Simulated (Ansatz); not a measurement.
`[SiH3]OB(S)Cl` + HCl → `[SiH3]OB(Cl)Cl` + H₂S at 400 K and 1 bar (ligand exchange at a B–S bond).

Calculated with Ansatz (gas phase, PBE0-D4/def2-TZVP geometries, no zero-point term in ΔE). CCSD(T)/CBS adds triple-zeta CCSD(T) − MP2 to the extrapolated MP2 energy (def2 sets, frozen cores). This one scheme is used for every species. Each species was taken in one conformer, which may not be the lowest.

```json
{"species": "`[SiH3]OB(S)Cl`", "CCSD(T)/CBS energy (Eh)": "-1249.16418", "H − E (kJ/mol)": "153.5", "S (J/(mol·K))": "410.9"}
{"species": "HCl", "CCSD(T)/CBS energy (Eh)": "-460.38127", "H − E (kJ/mol)": "29.6", "S (J/(mol·K))": "195.4"}
{"species": "`[SiH3]OB(Cl)Cl`", "CCSD(T)/CBS energy (Eh)": "-1310.57934", "H − E (kJ/mol)": "128.2", "S (J/(mol·K))": "388.2"}
{"species": "H₂S", "CCSD(T)/CBS energy (Eh)": "-398.97279", "H − E (kJ/mol)": "53.4", "S (J/(mol·K))": "215.9"}
```

H − E and S are ideal-gas, rigid-rotor, harmonic terms from PBE0-D4/def2-TZVP, for one conformer and one mirror image of each species. 1 Eh = 2625.50 kJ/mol, R = 8.31446 J/(mol·K).

Question: By hand: ΔE, ΔH, ΔS and ΔG.

Answer: ΔE = (-1310.57934) + (-398.97279) − (-1249.16418) − (-460.38127) = -0.00668 Eh = -17.5 kJ/mol. Δ(H − E) = 128.2 + 53.4 − 153.5 − 29.6 = -1.5, so ΔH = -19.0 kJ/mol. ΔS = 388.2 + 215.9 − 410.9 − 195.4 = -2.2 J/(mol·K). ΔG = -19.0 − 400 × (-2.2)/1000 = -18.1 kJ/mol.

Question: By hand: the equilibrium constant, and the temperature at which ΔG would vanish if ΔH and ΔS stayed fixed.

Answer: log₁₀ K = −ΔG/(RT ln 10) = 2.4. ΔG = 0 at ΔH/ΔS = 8636 K, far beyond where these terms or the molecules hold.

The number of gas molecules stays the same, so ΔS is small and ΔH decides. A doubt of 5 kJ/mol in ΔE shifts log₁₀ K by 0.7 here. Other conformers and mirror images would add mixing entropy, several J/(mol·K) or more a flexible species. Modes under 60 cm⁻¹, often nearly free rotors, make the harmonic entropy too high. These are equilibria of isolated gas molecules and say nothing of rates. Largest T1 diagnostic: 0.012 (customary marks: 0.02 for closed shells, 0.045 for open ones).
